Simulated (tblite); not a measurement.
A tight-binding relaxation on `Br[SiH]1O[SiH2][SiH2][SiH2][SiH2]O1`.

Computed with GFN2-xTB geometry optimisation, gas phase (tblite 0.8.0). Start geometry: from a force field or distance geometry. The command runs a driver script over a list of jobs; the input below is this job's line of settings and its coordinates in Å.

Command:
```bash
OMP_NUM_THREADS=1 python probes_run.py task.json out
```

Input:
```
{"job": {"kind": "relax", "xc": "GFN2-xTB", "basis": "xTB"}, "charge": 0, "multiplicity": 1}
Br     0.137000    -4.127600    -0.253200
Si     0.101000    -1.846600    -0.246200
O     -1.245700    -1.264400    -1.086400
Si    -2.255700    -0.219800    -0.179400
Si    -0.894100     1.146100     0.956800
Si     0.725800     1.692000    -0.464500
Si     2.240400     0.064400    -0.338800
O      1.593900    -1.378500    -0.970900
H      0.174100    -1.465300     1.157200
H     -3.119800     0.622400    -0.997200
H     -3.149000    -0.953300     0.750200
H     -1.613900     2.309200     1.480000
H     -0.307100     0.325100     2.032800
H      1.333400     2.958900    -0.024100
H      0.234000     1.735300    -1.833100
H      2.604600    -0.050000     1.101500
H      3.434300     0.464200    -1.094700
```

Output:
```
step      E/eV     max force
  0    -697.59935    2.680
  1    -697.94413    1.777
  2    -698.25914    1.396
  3    -698.35579    0.962
  4    -698.55409    1.203
  5    -698.66632    1.598
  6    -698.92793    1.201
  7    -699.00270    0.719
  8    -699.07411    0.570
  9    -699.11190    0.594
... (186 lines left out)
196    -699.63300    0.021
197    -699.63309    0.024
198    -699.63316    0.027
199    -699.63323    0.025
200    -699.63329    0.020
201    -699.63335    0.016
202    -699.63339    0.013
203    -699.63340    0.011
204    -699.63342    0.010
205    -699.63343    0.010
```

«max force» is the largest atomic force in eV/Å.

**Question.** From which step on does the largest force stay under 0.1 eV/Å, and how much energy is left to gain from there?

**Answer.** From step 64 (0.096 eV/Å), 24.8 meV above the end.

In short: energy lowered by 46.9 kcal/mol over 205 steps; largest atomic force 0.010 eV/Å at the end.

**Question.** Give the final coordinates.

**Answer.** 1.170 Å rms from the input after alignment:
```
atom  x, y, z in Å
Br1    0.0430   -2.3174   -2.3287
Si2    0.1922   -2.2067   -0.1438
O3    -1.1720   -1.5645    0.3864
Si4   -2.3053   -0.3726    0.3530
Si5   -1.1526    1.6004    0.7221
Si6    0.8552    1.7994   -0.4732
Si7    2.3515    0.0765   -0.0769
O8     1.4400   -1.2671    0.1946
H9     0.3768   -3.5030    0.4487
H10   -2.9365   -0.4915   -0.9674
H11   -3.2368   -0.8975    1.3543
H12   -2.0868    2.7182    0.4943
H13   -0.8383    1.7230    2.1636
H14    1.5519    3.0750   -0.2184
H15    0.5397    1.8574   -1.9160
H16    3.1281    0.1117    1.1658
H17    3.2431   -0.3292   -1.1684
```

The run took 2.5 s on Arm Neoverse V2, one thread, no GPU, shared host.
Labels such as C1 count atoms from 1, the log's own numbers from 0.
